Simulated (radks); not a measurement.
Neutral lithium, 3 electrons, occupied as [He] 2s1 (the NIST ground configuration).

Method: Dirac Kohn-Sham, BLYP, spin-unpolarised, spherical densities, finite nucleus; Fermi nuclear charge, rms radius 2.444 fm; computed with a radial shooting solver on a logarithmic mesh with Libxc functionals.

Energy parts (eV):
total: -203.427
kinetic: 202.317
electron-nucleus: -466.434
Hartree: 110.047
exchange-correlation: -49.357

Orbitals (lengths in bohr, moments of r in powers of bohr; <r^-3> diverges for s and p1/2):
orbital  occ.  eigenvalue (eV)   <r^4>   <r^-3>  small-component weight
1s1/2       2         -52.0654  0.6058        -                9.57e-05
2s1/2       1          -2.7541   626.3        -                6.56e-06
2p1/2       0          -0.9853    2473        -                3.61e-06
2p3/2       0          -0.9852    2474  0.06373                3.61e-06

The highest occupied level is 2s1/2 at -2.754 eV. The density falls to 0.001 e/bohr^3 at r = 4.12 bohr.
